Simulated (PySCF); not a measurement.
**A ladder of Hamiltonians for Er⁵⁸⁺ (erbium, charge +58)**

Occupied: 1s1/2, 2s1/2, 2p1/2, 2p3/2. Hartree-Fock calculated with PySCF 2.14 in an uncontracted even-tempered set (19 s from 13 bohr⁻², ratio 2.3; 15 p from 15 bohr⁻², ratio 2.3), Gaussian nucleus throughout. NR is non-relativistic, sf-X2C the spin-free one-electron X2C Hamiltonian, X2C adds the bare one-electron spin-orbit term, X2C-SNSO screens it by Boettger's factors, DC is four-component Dirac-Coulomb, and the Gaunt and Breit terms are added at first order (total energies over the DC spinors, levels after relaxing the spinors in that mean field). QED terms are absent. Levels marked empty are virtual spinors of this ion.

| Hamiltonian | E (hartree) |
| --- | --- |
| NR | -8666.8332 |
| sf-X2C | -9175.0654 |
| X2C | -9184.3591 |
| X2C-SNSO | -9183.7866 |
| DC | -9187.6922 |
| DC+Gaunt | -9176.9220 |
| DC+Breit | -9177.8586 |

```csv
level (eV),NR,sf-X2C,X2C,X2C-SNSO,DC,DC+Gaunt,DC+Breit
1s1/2,-58592.2,-62574.9,-62564.5,-62565.2,-62631.2,-62452.8,-62464.6
2s1/2,-13171.7,-14310.7,-14308.2,-14308.3,-14317.4,-14298.2,-14299.5
2p1/2,-12821.6,-13214.8,-13912.8,-13889.2,-13895.2,-13861.4,-13864.8
2p3/2,-12821.6,-13214.8,-12926.0,-12934.1,-12940.5,-12917.6,-12921.1
3s1/2 (empty),-5462.3,-5820.9,-5820.4,-5820.5,-5822.6,-5817.5,-5818.2
3p1/2 (empty),-5343.6,-5502.0,-5686.6,-5680.4,-5682.0,-5673.2,-5674.4
3p3/2 (empty),-5343.6,-5502.0,-5424.7,-5426.9,-5428.2,-5422.3,-5423.6
```

Question: How large are the two-electron picture-change error of X2C and the Breit correction in the total energy?

Answer: X2C-1e lies 3.3331 hartree above Dirac-Coulomb; Gaunt adds 10.7702 and the full Breit term 9.8336 hartree.

```tsv
interval (eV)	X2C	X2C-SNSO	DC	DC+Gaunt	DC+Breit
2p3/2 − 2p1/2	986.8	955.1	954.7	943.8	943.8
3p3/2 − 3p1/2	261.9	253.6	253.8	250.9	250.8
```

Weight of the small component: 1s1/2 0.0649, 2s1/2 0.0150, 2p1/2 0.0149, 2p3/2 0.0138, 3s1/2 0.00588, 3p1/2 0.00583, 3p3/2 0.00554.

Koopmans' value for the highest occupied level at DC+Breit: 12921.1 eV, against an ionisation energy of 12918 ± 6 eV (theoretical estimate listed by NIST; NIST Atomic Spectra Database, ionization energies); the former lacks relaxation, correlation, QED and recoil.

The whole ladder took 88 s of wall time on 1 thread of Intel(R) Xeon(R) 6975P-C (shared host), launched as `OMP_NUM_THREADS=1 python relrun2.py TASK.json OUT` (a driver that calls PySCF for each Hamiltonian).

Dirac-Coulomb iterations, started from the X2C spinors:

```
with_ssss True, with_gaunt False, with_breit False
light speed = 137.03599967994
init E= -9131.99928772367
cycle= 1 E= -9187.69085329652  delta_E= -55.7  |g|= 2.49  |ddm|= 0.101
cycle= 2 E= -9187.69223412488  delta_E= -0.00138  |g|= 0.03  |ddm|= 0.0035
cycle= 3 E= -9187.69223528729  delta_E= -1.16e-06  |g|= 0.000858  |ddm|= 0.000141
cycle= 4 E= -9187.69223528828  delta_E= -9.84e-10  |g|= 4.28e-06  |ddm|= 3.48e-06
```
